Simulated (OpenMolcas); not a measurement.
# Levels of neutral technetium by method

```yaml
Program: OpenMolcas
Basis: ANO-RCC-VTZP [7s6p4d2f1g]
Scalar_Hamiltonian: DKH2, point nucleus
Active_space: 7 electrons in 6 orbitals (4d 5s)
State_averaging: 2S+1 = 6 even, 6 roots; 2S+1 = 4 even, 64 roots kept (CI in the orbitals of an earlier block); 2S+1 = 2 even, 83 roots kept (CI in the orbitals of an earlier block)
Spin-orbit_coupling: state interaction with AMFI integrals over the reference wave functions, term energies averaged over their components
```

Methods on the same reference wave functions:
A. CASSCF
B. MS-CASPT2, IPEA 0.25 Eh, imaginary shift 0.1 Eh (closed shells correlated: 4s 4p)
C. XMS-CASPT2, IPEA 0.25 Eh, imaginary shift 0.1 Eh (closed shells correlated: 4s 4p)

Energies in cm⁻¹ above 4d⁵ 5s² ⁶S_5/2, the measured ground level; measured values from NIST Handbook of Basic Atomic Spectroscopic Data.

```
                  Level      A      B      C  Measured
          4d⁶ 5s ⁶D_9/2  -1261   6900  12840      2573
          4d⁶ 5s ⁶D_7/2   -554   7610  13550      3251
          4d⁶ 5s ⁶D_5/2  -54.3   8100  14040      3701
         4d⁵ 5s² ⁶S_5/2    0.0    0.0    0.0       0.0
          4d⁶ 5s ⁶D_3/2    290   8440  14380      4003
          4d⁶ 5s ⁶D_1/2    492   8640  14580      4179
       4d⁶ 5s ⁴D_7/2(1)  10704  14200  19880          
       4d⁶ 5s ⁴D_5/2(1)  11418  14890  20340          
       4d⁶ 5s ⁴D_3/2(1)  11973  15420  20800          
       4d⁶ 5s ⁴D_1/2(1)  12301  15740  21130          
   4d⁶ 5s ⁴P_3/2 [60 %]  16127  19060  23940          
         4d⁶ 5s ⁴H_13/2  16190  22210  29050          
         4d⁶ 5s ⁴H_11/2  16265  22490  29240          
   4d⁶ 5s ⁴H_7/2 [73 %]  16618  22780  29600          
   4d⁶ 5s ⁴P_1/2 [60 %]  16847  19510  24120          
4d⁶ 5s ⁴F_9/2(1) [65 %]  17333  20420  26790          
4d⁶ 5s ⁴D_1/2(2) [60 %]  22801  23950  27580
```

A puts 4d⁶ 5s ⁶D_9/2 lowest.

Deviations, from unrounded energies. A percentage is the sum of absolute deviations over the sum of measured energies, with the sign that they share, or ± where signs differ.

```tsv
Against measurement	Levels	A	B	C
mean absolute deviation (cm-1)	5	3800	4400	10000
other configurations (%)	5	-106.1	+124.2	+291.9
```

A lies closest to measurement on these levels and C furthest from it. The largest miss of A in the table is 4d⁶ 5s ⁶D_9/2, by -3800 cm-1. The ranking rests on the paired levels alone, and a cruder setting can come out closer through cancelling errors.

Between B and C the level of the table that moves most is 4d⁶ 5s ⁴H_13/2, by 6800 cm-1 (lowest in B, highest in C). Moves below CASPT2's spread within the term are not significant.

The lowest spin-free term lies below A's lowest term by 0.495 hartree in B, 0.530 hartree in C.

Term energies are means over components that CASPT2 splits; among the terms shown or strongly mixed into the levels shown the widest spread is 1500 cm-1 (4d⁶ 5s ⁴H, C). Over all roots computed the reference weight is 0.84 to 0.90 in B, 0.79 to 0.89 in C; the roots of lowest weight are the least certain, and an intruder state may touch them. Terms from blocks run as CI alone lack orbitals of their own. Configurations are named by rounded mean occupations; where the s occupation lies near a half they are strongly mixed, a name can repeat and a true partner stay unpaired. A single d shell beside an s shell can misplace configurations of different d count against each other. The CASPT2 spread within a term exceeds the gap to the next term for 4d⁶ 5s ⁴F(2) and 4d⁵ 5s² ⁴P, so the order of their levels is uncertain, and so are names and mixing where such terms share a J (figures for B; the like holds for C). Without dynamic correlation excited terms often stand tens of per cent too high (terms of higher spin than the ground term too low), and those without a measured partner can miss by more than the paired ones (holds for A). The lowest computed level is not the ground level that NIST lists (6S5/2) (holds for A). Blocks of more than 70 roots (2S+1 = 2 even) ran without multistate coupling (holds for B). Computed and measured levels are paired by configuration, term and J; levels that our copy of the source lacks, or whose pairing is in doubt (as where it misses far off the trend of its configuration), stay unpaired and out of the deviations. Levels of configurations outside the active space are missing. Levels that lie high or do not pair safely by name in every column are left out.

A share in square brackets marks a mixed level and gives the weight of the term that names it, the lowest over the columns. A number in round brackets counts repeated terms of one configuration in the order of the reference energies.
